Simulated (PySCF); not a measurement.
# The 24-electron isoelectronic series, spin-free X2C

Calculated with PySCF 2.14 from differences of total energies of unrestricted determinants, without spin-orbit coupling. Each ion has its own even-tempered basis scaled to its charge (18s12p8d4f3g for the first); frozen: [Ne]. Ionisation energies in eV.

| ion | configuration | UHF | LDA | PBE | PBE0 | r2SCAN | MP2 (outer shells) | NIST (with spin-orbit, Breit and QED) |
| --- | --- | --- | --- | --- | --- | --- | --- | --- |
| Te(28+) | [Ar] 3d6 (5D) | 1614.1 | 1616.5 | 1617.1 | 1616.9 | 1617.1 | 1615.4 | 1618 ± 4 (t) |
| I(29+) | [Ar] 3d6 (5D) | 1716.8 | 1719.1 | 1719.8 | 1719.6 | 1719.7 | 1718.1 | 1720 ± 4 (t) |
| Xe(30+) | [Ar] 3d6 (5D) | 1822.5 | 1824.8 | 1825.5 | 1825.3 | 1825.5 | 1823.8 | 1826 ± 4 (t) |
| Cs(31+) | [Ar] 3d6 (5D) | 1931.3 | 1933.6 | 1934.3 | 1934.1 | 1934.3 | 1932.6 | 1936 ± 4 (t) |
| Ba(32+) | [Ar] 3d6 (5D) | 2043.2 | 2045.5 | 2046.2 | 2046.0 | 2046.2 | 2044.5 | 2047 ± 4 (t) |
| La(33+) | [Ar] 3d6 (5D) | 2158.1 | 2160.4 | 2161.2 | 2161.0 | 2161.2 | 2159.4 | 2162 ± 5 (t) |
| Ce(34+) | [Ar] 3d6 (5D) | 2276.2 | 2278.4 | 2279.2 | 2279.0 | 2279.3 | 2277.5 | 2280 ± 5 (t) |
| Pr(35+) | [Ar] 3d6 (5D) | 2397.3 | 2399.5 | 2400.4 | 2400.1 | 2400.5 | 2398.6 | 2400 ± 5 (t) |
| Nd(36+) | [Ar] 3d6 (5D) | 2521.5 | 2523.7 | 2524.6 | 2524.4 | 2524.7 | 2522.8 | 2525 ± 5 (t) |
| Pm(37+) | [Ar] 3d6 (5D) | 2648.8 | 2650.9 | 2651.9 | 2651.7 | 2652.0 | 2650.1 | 2652 ± 4 (t) |

Each ion has its own basis, which adds noise of up to about 0.1 % along the series.

NIST values marked (s) are semi-empirical, (t) theoretical. Open shells are high-spin determinants of the terms that Hund's rules give; for the heavier ions, far from LS coupling, these are not the ground levels.

Spin-orbit coupling of the open shells is absent from the calculated values and included in NIST's; it grows fast with Z.
